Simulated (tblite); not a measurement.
Species: C7H12OSi.
Atom-mapped SMILES: `[CH2:1]=[CH:2][CH2:3][Si@@H:4]1[CH2:5][CH2:6][C@@H:7]1[CH:8]=[O:9]` (hydrogens: H10, H11 on C1; H12 on C2; H13, H14 on C3; H15 on Si4; H16, H17 on C5; H18, H19 on C6; H20 on C7; H21 on C8)

A start from a force field or distance geometry was refined with GFN2-xTB geometry optimisation, gas phase in tblite 0.8.0. Values at the start:

```csv
coordinate,start
C1=C2,1.337 Å
C1–H10,1.103 Å
C3–Si4,1.837 Å
C3–H13,1.126 Å
Si4–C5,1.867 Å
Si4–C7,1.820 Å
C5–C6,1.512 Å
C5–H16,1.105 Å
C5–H17,1.108 Å
C6–C7,1.496 Å
C6–H18,1.101 Å
C6–H19,1.119 Å
C7–C8,1.481 Å
C7–H20,1.132 Å
C8=O9,1.242 Å
C8–H21,1.100 Å
C3–Si4–C5,113.9°
C3–Si4–C7,120.3°
Si4–C7–C6,94.7°
Si4–C7–C8,118.6°
C5–Si4–C7,69.4°
C5–C6–C7,88.4°
C6–C7–C8,117.4°
C7–C8–O9,121.3°
C3–Si4–C5–C6,-88°
C3–Si4–C7–C6,79°
Si4–C5–C6–C7,-31°
C5–C6–C7–C8,157°
```

Problem. How do these coordinates change at the GFN2-xTB level?

Solution. 
```tsv
coordinate	GFN2-xTB (Å or °)	change
Si4–C7	1.953	+0.133
C3–Si4	1.904	+0.067
C7–H20	1.087	-0.045
Si4–C5	1.908	+0.041
C6–C7	1.537	+0.041
C3–H13	1.090	-0.036
C8=O9	1.207	-0.035
C5–C6	1.545	+0.033
C6–H19	1.088	-0.031
C1–H10	1.078	-0.025
C5–H17	1.088	-0.020
C7–C8	1.464	-0.017
C5–H16	1.088	-0.017
C1=C2	1.320	-0.017
C6–H18	1.089	-0.012
C8–H21	1.111	+0.011
C5–C6–C7	101.5	+13.1
Si4–C7–C8	111.6	-7.0
C5–Si4–C7	76.4	+7.0
C7–C8–O9	126.1	+4.8
C3–Si4–C7	115.6	-4.7
Si4–C7–C6	90.2	-4.5
C3–Si4–C5	117.6	+3.7
C6–C7–C8	116.0	-1.4
C5–C6–C7–C8	118	-39
C3–Si4–C7–C6	111	+32
Si4–C5–C6–C7	-4	+27
C3–Si4–C5–C6	-109	-21
```

The energy falls by 1.087 eV over 130 L-BFGS steps, the largest force on an atom goes from 4.94 to 0.007 eV/Å, and the atoms move by 0.531 Å rms after alignment. The bond that changes most is Si4–C7 (SiH silicon to sp3 carbon bound to silicon), which lengthens by 0.133 Å. Bonds longer at the end by more than 0.005 Å: 7 of 21; shorter: 12. Among the dihedrals that turn most is H18–C6–C7–C8, from 39° to 0°. Rotational constants go from 2569, 792.5, 699.7 to 2300, 840.2, 708.2 MHz.

Time: 2.0 s of wall time. Hardware: one thread of an Arm Neoverse N1, on a shared host.

Its GFN2-xTB frequencies are all real (lowest 31 cm⁻¹). One conformer, not necessarily the lowest.

All values are computed, not measured.
